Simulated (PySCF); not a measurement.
Species: C3H6B2O2.
Numbering: `[BH2:1][O:2][C@H:3]1[BH:4][O:5][CH:6]=[CH:7]1` (hydrogens: H8, H9 on B1; H10 on C3; H11 on B4; H12 on C6; H13 on C7)

Computed, not measured: PBE0-D3(BJ)/def2-SVP geometry optimisation, gas phase in PySCF 2.14.0.

Task: What internal coordinates does the optimisation give?

Result: 
| bond | length (Å) | order |
| --- | --- | --- |
| B1–O2 | 1.340 | single |
| O2–C3 | 1.414 | single |
| C3–B4 | 1.599 | single |
| B4–O5 | 1.363 | single |
| O5–C6 | 1.387 | single |
| C6=C7 | 1.334 | double |
| C3–C7 | 1.504 | single |
| B1–H8, B1–H9 | 1.212 | single |
| C3–H10 | 1.113 | single |
| B4–H11 | 1.202 | single |
| C6–H12 | 1.090 | single |
| C7–H13 | 1.090 | single |

Bonds in one row agree within 0.01 Å and their mean is given. Orders are formal, as drawn. A selection of angles:
| angle | degrees |
| --- | --- |
| O2–B1–H8 | 120.0 |
| O2–B1–H9 | 116.8 |
| H8–B1–H9 | 123.2 |
| B1–O2–C3 | 123.3 |
| O2–C3–B4 | 115.7 |
| O2–C3–C7 | 114.6 |
| O2–C3–H10 | 109.5 |
| B4–C3–C7 | 99.7 |
| B4–C3–H10 | 107.8 |
| C7–C3–H10 | 109.0 |
| C3–B4–O5 | 108.3 |
| C3–B4–H11 | 130.8 |
| O5–B4–H11 | 120.9 |
| B4–O5–C6 | 108.3 |
| O5–C6–C7 | 114.6 |
| O5–C6–H12 | 115.1 |
| C7–C6–H12 | 130.3 |
| C6–C7–H13 | 125.4 |
| C3–C7–C6 | 108.8 |
| C3–C7–H13 | 125.6 |

Torsions: B1–O2–C3–B4 122° (anticlinal); O2–C3–B4–O5 128° (anticlinal); C3–B4–O5–C6 -3° (synperiplanar); B4–O5–C6–C7 0° (synperiplanar); O5–C6–C7–C3 3° (synperiplanar); O2–C3–C7–C6 -129° (anticlinal).

Of the pairs four or more bonds apart, H8···H10 is among the closest relative to their van der Waals radii: 2.29 Å, 95 % of the sum of Bondi's values. The C–O distances run from 1.387 Å (O5–C6, drawn single) to 1.414 Å (O2–C3, drawn single), a spread of 0.027 Å. The 5-membered ring C3–B4–O5–C6–C7 has internal angles of 99.7° to 114.6° (sum 540°, against 540° for a flat polygon); it is almost planar, 0.02 Å rms from its mean plane, widest ring torsion 5°. The 2 C–C bonds span 1.334 Å (C6=C7, drawn double) to 1.504 Å (C3–C7, drawn single), a spread of 0.170 Å. The 2 B–O bonds span 1.340 Å (B1–O2, drawn single) to 1.363 Å (B4–O5, drawn single), a spread of 0.023 Å. B1 (three-coordinate boron) is planar (angles 123.2°, 120.0° and 116.8°, sum 360.0°, 0.00 Å off the plane of its three neighbours). B4 (three-coordinate boron) is planar (angles 130.8°, 120.9° and 108.3°, sum 360.0°, 0.01 Å off the plane of its three neighbours).

Point group: C1 (no symmetry element, even within 0.4 Å). Stationary, but not proved a minimum. One conformer, not necessarily the lowest (H–B1–O2–C3 1° and -179°, B1–O2–C3–B4 122°).

The run took 61 s wall on Arm Neoverse V2, one thread, on a shared host, and the process peaked at 0.54 GiB of memory. This is the geometry optimisation.
